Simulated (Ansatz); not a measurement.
Geometry optimisation, RKS PBE/def2-SVP in Ansatz 0.2.0.

Input file:

```yaml
crystal:
  periodic: [false, false, false]
  atoms:
    - { symbol: Ga, position_ang: [0.0, 0.0, 0.0] }
    - { symbol: C, position_ang: [0.0, 0.0, 2.33] }
    - { symbol: H, position_ang: [-0.9996, -0.3092, 2.7005] }
    - { symbol: H, position_ang: [0.7676, -0.7111, 2.7005] }
    - { symbol: H, position_ang: [0.232, 1.0203, 2.7005] }
    - { symbol: Cl, position_ang: [1.9398, 0.0, -1.12] }
    - { symbol: C, position_ang: [-1.7147, 0.0, -0.99] }
    - { symbol: H, position_ang: [-2.2748, -0.9305, -0.7608] }
    - { symbol: H, position_ang: [-2.3188, 0.8797, -0.6846] }
    - { symbol: H, position_ang: [-1.513, 0.0508, -2.0803] }
    - { symbol: F, position_ang: [-0.2561, -1.8806, 0.6306] }
    - { symbol: H, position_ang: [-0.1762, -1.2937, 1.7624] }
basis:
  gaussian: { orbitals: def2-SVP }
hamiltonian:
  xc: pbe
relax:
  f_tol: 0.15
  max_steps: 25
  restrain:
    - { distance: [0, 10], at: 1.7, k: 30.0 }
    - { distance: [11, 1], at: 1.11, k: 30.0 }
    - { distance: [0, 1], at: 3.18, k: 30.0 }
    - { distance: [11, 10], at: 2.12, k: 30.0 }
output:
  orbitals: {}
```

Launched with:

```bash
$ ansatz run input.yaml --threads 4 --pin off --max-ram 5120MiB --backend cpu --events-out ev --progress --plain --runs-dir out
```

Question: Where does it end, and by what steps?

Answer: The run converged. The restraints hold the end off the free minimum; the threshold counts their pulls, which the force column leaves out. Restrained pairs: Ga1–F11 (2.00 → 1.74 Å), C2–H12 (1.42 → 1.11 Å), Ga1–C2 (2.33 → 3.18 Å), F11–H12 (1.28 → 2.13 Å). After 9 steps the energy has fallen by 2.304 eV (the restraints' own energy left out); Ga1 moved furthest, 0.85 Å.

```json
{"step": "0", "energy less start (eV)": "0.0000", "largest force component (eV/Å)": "2.901", "accepted": "yes"}
{"step": "1", "energy less start (eV)": "0.6250", "largest force component (eV/Å)": "2.493", "accepted": "yes"}
{"step": "2", "energy less start (eV)": "0.5062", "largest force component (eV/Å)": "3.228", "accepted": "yes"}
{"step": "3", "energy less start (eV)": "-0.8613", "largest force component (eV/Å)": "2.272", "accepted": "yes"}
{"step": "4", "energy less start (eV)": "-1.8369", "largest force component (eV/Å)": "1.449", "accepted": "yes"}
{"step": "5", "energy less start (eV)": "-2.1258", "largest force component (eV/Å)": "1.309", "accepted": "yes"}
{"step": "6", "energy less start (eV)": "-2.2546", "largest force component (eV/Å)": "0.968", "accepted": "yes"}
{"step": "7", "energy less start (eV)": "-2.2776", "largest force component (eV/Å)": "1.110", "accepted": "yes"}
{"step": "8", "energy less start (eV)": "-2.2961", "largest force component (eV/Å)": "1.170", "accepted": "yes"}
{"step": "9", "energy less start (eV)": "-2.3042", "largest force component (eV/Å)": "1.122", "accepted": "yes"}
```

```xyz
12
Properties=species:S:1:pos:R:3
Ga -0.015 -0.639 -0.556
C -0.057 -0.248 2.601
H -1.054 -0.176 3.081
H 0.727 -0.353 3.382
H 0.146 0.679 2.027
Cl 1.882 0.347 -0.902
C -1.777 0.049 -1.054
H -2.561 -0.645 -0.693
H -1.926 1.054 -0.613
H -1.837 0.131 -2.158
F 0.175 -2.227 0.125
H -0.015 -1.145 1.948
```

Run time: 23 s on 4 threads of AMD EPYC 7R43 64-Core Processor (Zen 3) (shared host), peak memory 0.21 GiB.
